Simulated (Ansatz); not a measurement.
AlBH4OSiTe (`O[B]1[SiH2][Al]1[TeH]`). Charge 0, multiplicity 1. Te takes the def2 core potential.

```xyz
9

O    -2.512    0.407   -0.293
B    -1.263   -0.069   -0.140
Si   -0.394   -1.626    0.650
Al    0.741    0.418    0.259
Te    3.090    1.409    0.219
H    -2.555    1.338   -0.522
H     0.868   -1.407   -0.254
H    -0.483   -3.115    0.803
H     2.507    2.645   -0.722
```

Task: List the harmonic frequencies (cm⁻¹, unscaled) at PBE0-D4/def2-TZVP in Ansatz. (Best estimate.)

Result: The calculation gave: 74, 78, 115, 174, 265, 293, 326, 420, 453, 477, 517, 551, 593, 646, 1016, 1145, 1393, 1838, 2139, 2145, 3880.

Task: Is this a minimum?

Result: Yes, all 21 modes are real.

Task: Give the ideal-gas thermochemistry at 298.15 K and 1 bar (rigid rotor, harmonic oscillator; point group C1, symmetry number 1).

Result: Zero-point energy 110.9 kJ/mol; H(298) − E = 135.8 kJ/mol; entropy 395.4 J/(mol·K), of which translation 175.7, rotation 125.6, vibration 94.1; G(298) − E = 17.9 kJ/mol. Modes under 100 cm⁻¹ are hindered rotations or soft bends, so the harmonic entropy is rough.
